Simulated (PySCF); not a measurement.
CH3BeI, SMILES [CH3][Be][I]. Atoms are numbered in the order given.

```xyz
6

Be     0.0000     0.0000     1.5027
I      0.0000     0.0000    -0.6754
C      0.0000     0.0000     3.1751
H      0.8812     0.5088     3.5791
H      0.0000    -1.0175     3.5791
H     -0.8812     0.5088     3.5791
```
Charge 0, spin multiplicity 1.

Geometry: PBE0-D3(BJ)/def2-TZVP. The def2 effective core potentials stand for the cores of I; spin–orbit coupling is left out.

The numbers are results of PBE0/def2-TZVPD run with PySCF, not measurements.

Mulliken values depend strongly on the basis, most of all with diffuse functions as here. ESP charges are fitted to the potential on shells at 1.4 to 2.0 van der Waals radii. Atomic charges (e):

```json
[
 {"atom": "Be1", "Mulliken": "0.07", "ESP fit": "(withheld)"},
 {"atom": "I2", "Mulliken": "-0.18", "ESP fit": "(withheld)"},
 {"atom": "C3", "Mulliken": "-0.18", "ESP fit": "(withheld)"},
 {"atom": "H4", "Mulliken": "0.10", "ESP fit": "(withheld)"},
 {"atom": "H5", "Mulliken": "0.10", "ESP fit": "(withheld)"},
 {"atom": "H6", "Mulliken": "0.10", "ESP fit": "(withheld)"}
]
```

Question: Complete the blanks. (Estimate from the structure and the level; the computed values follow.)

Answer: 
- Be1, ESP fit: 0.39
- I2, ESP fit: -0.20
- C3, ESP fit: -0.54
- H4, ESP fit: 0.12
- H5, ESP fit: 0.11
- H6, ESP fit: 0.12
